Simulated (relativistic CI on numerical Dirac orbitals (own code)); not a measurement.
**d1 to d9 in one octahedral field**

Computed with a parametric ligand-field model without spin-orbit coupling, by exact diagonalisation: B = 760, C = 3060, 10Dq = 22500 cm⁻¹ (Oh; |10Dq|/B = 29.6) for every shell. Energies in cm⁻¹; the field energy is (0.6 n_e − 0.4 n_t2) × 10Dq of the ground term; g labels are left out.

```
Shell  Ground term  Electrons in e  Field energy  First spin-allowed bands  Lowest term of other spin
   d1          2T2           0.000         -9000                  2E 22500                           
   d2          3T1           0.023        -17493      3T2 20912, 3T1 30725                  1T2 11058
   d3          4A2           0.000        -27000      4T2 22500, 4T1 30389                   2E 14871
   d4          3T1           0.033        -35256       3E 19824, 3T1 20595                    5E 3745
   d5          2T2           0.059        -43681      2A2 18899, 2T1 19171                   6A1 5188
   d6            ?               ?             ?                         ?                          ?
   d7           2E           1.032        -39788      2T1 20373, 2T2 21022                   4T1 7578
   d8          3A2           2.000        -27000      3T2 22500, 3T1 30389                   1E 12049
   d9           2E           3.000        -13500                 2T2 22500
```

Task: Fill in the row of d6.

Result: Ground term: 1A1; Electrons in e: 0.043; Field energy: -53042; First spin-allowed bands: 1T1 20552, 1T2 30348; Lowest term of other spin: 3T1 13928. Low spin: d4, d5, d6, d7; the other shells keep the spin of the free ion. Only d4 to d7 can choose; the field needed to pair spins is smallest for d6 and largest for d5, which loses most exchange energy. In the strong-field picture 10Dq must exceed about 6B + 5C = 19860 (d4), 7.5B + 5C = 21000 (d5), 2.5B + 4C = 14140 (d6) and 4B + 4C = 15280 (d7); mixing of terms shifts these bounds somewhat.
